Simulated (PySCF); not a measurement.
**Working out the ionisation energy of Se⁺**

Se⁺ [Ar] 3d10 4s2 4p3 (4S) → Se²⁺ [Ar] 3d10 4s2 4p2 (3P). All numbers are calculated (PySCF 2.14, the non-relativistic Hamiltonian (point nucleus), in 6-31G* (5s4p3d, 32 functions)). Frozen: [Ar] 3d10. Energies in hartree (1 hartree = 27.21139 eV):

```
            part   Se⁺ (lower)  Se²⁺ (upper)
             UHF  -2399.210348  -2398.442683
CCSD correlation     -0.071075     -0.061110
             (T)     -0.000697     -0.000610
```

Question: What does Hartree-Fock give?

Answer: (-2398.442683) − (-2399.210348) = 0.767665 hartree = 20.889 eV.

Question: What do CCSD and CCSD(T) give?

Answer: The CCSD correlation energies differ by 0.009965 hartree = 0.271 eV and the triples by 0.000087 hartree = 0.002 eV, so CCSD gives 21.160 eV and CCSD(T) 21.162 eV.

Reference: 21.196 ± 0.01 eV (measured; NIST Atomic Spectra Database, ionization energies), between the lowest levels; spin-orbit coupling is absent from the calculation.

The calculation is non-relativistic.

What remains against the reference includes basis incompleteness, the frozen core and higher excitations.
